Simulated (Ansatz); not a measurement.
Job for Ansatz (a program for electronic structure): U-CCSD(T)/cc-pV(T+d)Z on BH5OSi (SMILES BO[SiH3]), a point of a bond scan (R = 4.726 Å). Files ending in .json are basis or fitting sets from the Basis Set Exchange.

Ansatz 0.2 input:
```yaml
crystal:
  periodic: [false, false, false]
  atoms:
    - {symbol: B, position_ang: [-0.35530603, 0.16770934, 1.74610802]}
    - {symbol: H, position_ang: [-1.12197553, 0.72282709, 2.47443685]}
    - {symbol: H, position_ang: [0.51570290, -0.54223566, 2.16560005]}
    - {symbol: O, position_ang: [-0.48933143, 0.35730853, 0.41765439]}
    - {symbol: Si, position_ang: [0.33065961, -0.20123129, -0.91475675]}
    - {symbol: H, position_ang: [2.03300470, 3.54102817, -3.24591982]}
    - {symbol: H, position_ang: [-0.62978211, -0.93425439, -1.76420217]}
    - {symbol: H, position_ang: [1.43535929, -1.09433874, -0.49777027]}
basis:
  gaussian:
    orbitals: cc-pV_T+d_Z.json
correlation: {method: ccsd_t, electrons: outside_noble_gas}
scf: {omitted_lower_state_checks: [cluster_reference]}
magnetization: {spin_polarized: true, initial_magnetization: 0}
```

The log:

```
WARN ansatz: RAYON_NUM_THREADS=2 ignored (pool sized by the plan → 2); use --threads N
Functional definition: HF
these checks for a lower state are left out or cut short: cluster_reference
integrals: 0.81 GiB planned
966 factors; integrals over basis functions are off by at most 1.1e-3 eV
mean field: 0.58 GiB planned
mean field evaluation 1: about -10641.2868 eV, gradient 2.5e1 eV
mean field evaluation 2: about -10641.2874 eV, gradient 2.5e1 eV
mean field evaluation 4: about -10644.1685 eV, gradient 1.1e1 eV
mean field evaluation 8: about -10646.2718 eV, gradient 3.2e-1 eV
mean field evaluation 16: about -10646.2735 eV, gradient 5.1e-4 eV
mean field evaluation 32: about -10650.4372 eV, gradient 1.8e-3 eV
mean field evaluation 64: about -10646.2735 eV, gradient 1.7e-2 eV
mean field -10650.43720704 eV, -391.3963482329 hartree, gradient 3.3e-6 eV, S^2 1.002386; 5 other end points of the search recorded, 0 dependent functions left out
7 core orbitals not correlated
reference -10650.43720704 eV, -391.3963482329 hartree; 9, 9 occupied and 153, 153 virtual orbitals, 966 factors
second order -11.95918968 eV of doubles, -0.00000000 eV of singles
coupled cluster: 3.70 GiB planned
cycle   1  -12.35949797 eV  change   -4.0e-1 eV  update   8.6e-2
cycle   2  -12.72389846 eV  change   -3.6e-1 eV  update   2.8e-2
cycle   3  -12.82003561 eV  change   -9.6e-2 eV  update   1.6e-2
cycle   4  -12.81064305 eV  change    9.4e-3 eV  update   4.7e-3
cycle   5  -12.81111552 eV  change   -4.7e-4 eV  update   2.2e-3
cycle   6  -12.81125772 eV  change   -1.4e-4 eV  update   7.0e-4
cycle   7  -12.81115092 eV  change    1.1e-4 eV  update   2.8e-4
cycle   8  -12.81127948 eV  change   -1.3e-4 eV  update   1.5e-4
cycle   9  -12.81129052 eV  change   -1.1e-5 eV  update   1.1e-4
cycle  10  -12.81125314 eV  change    3.7e-5 eV  update   9.3e-5
cycle  11  -12.81128586 eV  change   -3.3e-5 eV  update   8.5e-5
cycle  12  -12.81126795 eV  change    1.8e-5 eV  update   7.2e-5
cycle  13  -12.81131092 eV  change   -4.3e-5 eV  update   4.5e-5
cycle  14  -12.81129857 eV  change    1.2e-5 eV  update   2.1e-5
cycle  15  -12.81128348 eV  change    1.5e-5 eV  update   8.9e-6
coupled cluster: 3.72 GiB planned
perturbative correction -0.44145957 eV, -0.0162233399 hartree
Total energy: -10663.68995008 eV, -391.8833775569 hartree
Checks for a lower state left out: cluster_reference
```

The calculation finished and met its thresholds. Its determinant has ⟨S²⟩ = 1.00, a mixture of spin states.

Cost: very roughly 110 core-seconds.
